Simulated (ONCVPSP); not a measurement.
# Before and after: ONCV potential for Mn (Z = 25)

* Element: manganese
* Generator: ONCVPSP 4.0.1
* Type: optimised norm-conserving Vanderbilt (ONCV)
* Functional: LDA (Perdew-Wang 92)
* Relativity: scalar-relativistic
* Frozen core: [Ne]
* Valence charge: 15
* Reference configuration: 3s2 3p6 3d5 4s1.75 (charge +0.25)
* Partial waves: 3s+4s: rc 1.30 bohr, ncon 4, nbas 7, qcut 9.9 1/bohr, 2 projectors; 3p: rc 1.40 bohr, ncon 5, nbas 9, qcut 11.4 1/bohr, 2 projectors, debl 0.8 Ha; 3d: rc 1.65 bohr, ncon 3, nbas 7, qcut 9.7 1/bohr, 2 projectors, debl 2.4 Ha
* Local potential: polynomial inside 0.80 bohr (lpopt 5, dvloc0 2 Ha)
* Core correction: Teter function fitted to the true core (icmod 2), fcfact 0.6

In the p channel the program set the typed energies aside and used -2.073, 0.250 Ha.

Change: functional PBE. In the p channel the program set the typed energies aside and used -2.077, 0.250 Ha.

Cutoffs: the cutoffs (Ha) at which the residual kinetic energy of the hardest occupied pseudo-wave falls to 1 and 0.1 mHa per electron; they do not see the model core or the augmentation charge, which bear on the density cutoff. Errors are all-electron minus pseudo energies relative to the spin-unpolarised reference configuration.

Question: Predict the effect on cutoff, ghosts and configuration errors.

Answer: The potential gets neither clearly harder nor softer (35 Ha and 40 Ha → 35 Ha and 40 Ha); of the 4 tests that both files solve, the error grows in 0 and shrinks in 1 by more than 15 % and 0.3 meV (median size 2.0 → 1.5 meV); neither file shows a bound ghost.

```tsv
quantity	base	changed
cutoff, loose	35 Ha	35 Ha
cutoff, tight	40 Ha	40 Ha
loose cutoff by channel	s 33 Ha, p 30 Ha, d 35 Ha	s 33 Ha, p 29 Ha, d 35 Ha
bound ghosts	none	none
GHOST(+) flags under 300 eV	none	none
error for 3s2 3p6 3d5 4s2, meV [ΔE -1.52 → -1.48 eV]	+0.2	+0.2
error for 3s2 3p6 3d5 4s1, meV [ΔE 7.12 → 6.94 eV]	+0.3	+0.2
error for 3s2 3p6 3d5 4s0, meV [ΔE 22.99 → 22.54 eV]	+3.8	+2.8
error for 3s2 3p5 3d5 4s2, meV [ΔE 60.38 → 60.50 eV]	-132	-137
s: phases at 1.32 bohr within 0.05 rad from the reference energy up to (Ha; the scan ends near 5)	to the end of the scan	to the end of the scan
p: phases at 1.42 bohr within 0.05 rad from the reference energy up to (Ha; the scan ends near 5)	to the end of the scan	to the end of the scan
d: phases at 1.68 bohr within 0.05 rad from the reference energy up to (Ha; the scan ends near 5)	to the end of the scan	to the end of the scan
rms error of d²Exc/dni dnj with the model core, mHa	0.81	0.99
```
